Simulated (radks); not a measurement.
The numbers below are computed, except where a source is named.
All-electron atom: the xenon ion Xe+ in [Kr] 4d10 5s1.5 5p5 6s0.5 (fractional occupations, a model configuration). Level of theory: scalar-relativistic Kohn-Sham, XLYP, spin-polarised, spherical densities, finite nucleus; open shells are filled with parallel spins first (spin-orbit coupling, left out, can overturn this in heavy ions); Fermi nuclear charge, rms radius 4.7859 fm (a radial shooting solver on a logarithmic mesh with Libxc functionals). Some entries of the table are withheld. Estimate them.

| orbital | occ. | eigenvalue (hartree) | <r> (bohr) |
|---|---|---|---|
| 1s up | 1 | -1263.869 | 0.02666 |
| 1s down | 1 | -1263.866 | 0.02666 |
| 2s up | 1 | -197.1082 | 0.1146 |
| 2s down | 1 | -197.1066 | 0.1146 |
| 2p up | 3 | -176.9306 | 0.1003 |
| 2p down | 3 | -176.9284 | 0.1003 |
| 3s up | 1 | -40.69199 | 0.3064 |
| 3s down | 1 | -40.68935 | 0.3064 |
| 3p up | 3 | -34.17533 | 0.3044 |
| 3p down | 3 | -34.17246 | 0.3044 |
| 3d up | 5 | -24.50630 | 0.2809 |
| 3d down | 5 | -24.50358 | 0.2809 |
| 4s up | 1 | -7.73193 | 0.7165 |
| 4s down | 1 | -7.72606 | 0.7164 |
| 4p up | 3 | -5.66756 | 0.7647 |
| 4p down | 3 | -5.66136 | 0.7644 |
| 4d up | 5 | -2.65918 | 0.8763 |
| 4d down | 5 | -2.65007 | 0.8741 |
| 5s up | 1 | -1.16912 | (1) |
| 5s down | 0.5 | -1.12911 | (2) |
| 5p up | 3 | -0.71172 | 2.136 |
| 5p down | 2 | -0.67365 | 2.158 |
| 6s up | 0.5 | -0.24202 | 4.729 |

Answer. 
(1) 5s up <r> (bohr): 1.800
(2) 5s down <r> (bohr): 1.802
